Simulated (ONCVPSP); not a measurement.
# Potentials for Cs compared

Generated with ld1.x 7.5 (TM, RRKJ, ultrasoft, PAW), atompaw 4.2 or ONCVPSP 4.0.1. The cutoff is in Ry: for ld1.x and atompaw files where the sum of valence levels is converged to 10 mRy in a Bessel basis, for ONCV files where the hardest occupied wave has 1 mHa per electron of residual kinetic energy. The error is the largest all-electron minus pseudo excitation energy over each file’s own four to seven test configurations (ionisations up to +4, promotions, holes and added fractions of an electron), all of which were solved. The labels leave out finer settings (local radius, basis sizes, second energies), which also bear on the numbers. Spin-polarised tests are not counted. The rows are a selection from randomly drawn settings: files with unsolved tests, undetermined cutoffs or missed reference levels are left out.

A true bound ghost makes a file unfit for plane-wave use even where its test errors are small: the radial tests pick states by their node count and pass the ghost by.

| potential | cutoff (Ry) | largest error (meV) | bound ghosts |
| --- | --- | --- | --- |
| ONCV, Wu-Cohen, scalar-relativistic, rc 1.95/3.35/2.55 (spd), local smoothed, core correction no, reference 5s2 5p6 6p1, qcut 2.8/4/4.1, projectors 3/2/1 | 69 | -0.5 | none |
| ONCV, PBEsol, fully relativistic, rc 3.40/3.20/3.15 (spd), local smoothed, core correction no, reference 5s2 5p6 6s1, qcut 3.5/5.5/3.6, projectors 2/2/2 | 14 | -2.6 | none |
| ONCV, BLYP, scalar-relativistic, rc 2.90/2.75/3.15 (spd), local smoothed, core correction yes, reference 5s2 5p6, qcut 4.5/4/2.7, projectors 3/1/2 | 14 | +9.0 | none |

Fill in the row for Cs: ONCV, LDA (Perdew-Zunger), fully relativistic, rc 2.55/3.20/2.40 (spd), local smoothed, core correction yes, reference 5s2 5p6 6s1, qcut 3.5/3.4/3.9, projectors 2/2/2.

cutoff 10 Ry, largest error +9.7 meV, bound ghosts: none.

Fill in the row for Cs: ONCV, PBE, scalar-relativistic, rc 2.75/3.80/3.15 (spd), local smoothed, core correction no, reference 5s2 5p6 6s0.5 6p0.5, qcut 5.2/3.2/3.5, projectors 2/2/2.

cutoff 16 Ry, largest error -1.9 meV, bound ghosts: none.

Fill in the row for Cs: ONCV, PBEsol, scalar-relativistic, rc 1.80/2.35/2.20 (spd), local smoothed, core correction yes, reference 5s2 5p6, qcut 3.6/4.2/4.8, projectors 2/2/2.

cutoff 62 Ry, largest error -27 meV, bound ghosts: s.
